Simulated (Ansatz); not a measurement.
Program: Ansatz. Geometries: PBE0-D4/def2-TZVP. ΔE: electronic, gas phase. CCSD(T)/CBS is the MP2 limit (def2-TZVPP, def2-QZVPP) plus CCSD(T) − MP2 in def2-TZVPP, frozen cores. DFT in def2-TZVPP. For Se outer-core shells are correlated without core-valence functions, which leaves a few kJ/mol of doubt a bond. Scalar relativity is left out up to krypton. One conformer a species, not always the lowest.

Consider the redistribution: `C[SiH](F)Cl` + `C=NB[SeH]` → `C[Si](F)(Cl)[SeH]` + `BN=C`.

`C[SiH](F)Cl`:

```xyz
8

C    -0.417   -0.921   -0.021
Si    0.294    0.778   -0.092
F    -0.823    1.838    0.320
Cl    1.836    0.957    1.240
H    -1.256   -1.011   -0.717
H     0.339   -1.662   -0.292
H    -0.774   -1.146    0.986
H     0.802    1.168   -1.424
```

`C=NB[SeH]`:

```xyz
8

C    -0.188   -1.767   -0.312
N    -0.176   -0.568    0.003
B    -0.161    0.745    0.338
Se    1.168    1.936   -0.476
H     0.398   -2.510    0.238
H    -0.786   -2.133   -1.154
H    -0.950    1.172    1.123
H     0.695    3.124    0.241
```

`C[Si](F)(Cl)[SeH]`:

Cartesian coordinates in Å:
```
C -0.499 1.060 0.284
Si -0.180 -0.647 -0.334
F -0.925 -1.668 0.635
Cl -0.954 -0.907 -2.207
Se 2.005 -1.198 -0.513
H -1.575 1.241 0.340
H -0.071 1.189 1.281
H -0.050 1.796 -0.385
H 2.248 -0.864 0.899
```

`BN=C`:

```xyz
7

B     0.847    0.353    0.924
N    -0.031   -0.013   -0.034
C    -0.838   -0.349   -0.914
H     0.660    1.377    1.514
H     1.781   -0.361    1.149
H    -1.713   -0.964   -0.682
H    -0.706   -0.043   -1.956
```

```
         level  ΔE (kcal/mol)
        PBE-D4           -2.7
       PBE0-D4           -2.3
    r2SCAN0-D4           -2.0
           PBE           -1.9
          BLYP           -1.2
  MP2/def2-SVP            0.9
MP2/def2-TZVPP           -1.0
MP2/def2-QZVPP           -1.6
```

Question: What does CCSD(T)/CBS give? (An estimate is asked.)

Answer: The calculation gave: -2.0 kcal/mol. The listed levels differ from it by -0.7, -0.3, 0.0, 0.1, 0.8, 2.9, 1.0, 0.4 kcal/mol.

Largest T1 diagnostic among the species: 0.016.

At CCSD(T), def2-SVP lies +2.8 kcal/mol from the extrapolated value and def2-TZVPP +0.9 kcal/mol. Leaving LDA and LC-ωPBE aside and taking each functional with its dispersion term where it has one, the values, not all of them listed here, spread over 1.7 kcal/mol, from revPBE-D4 to B2PLYP.
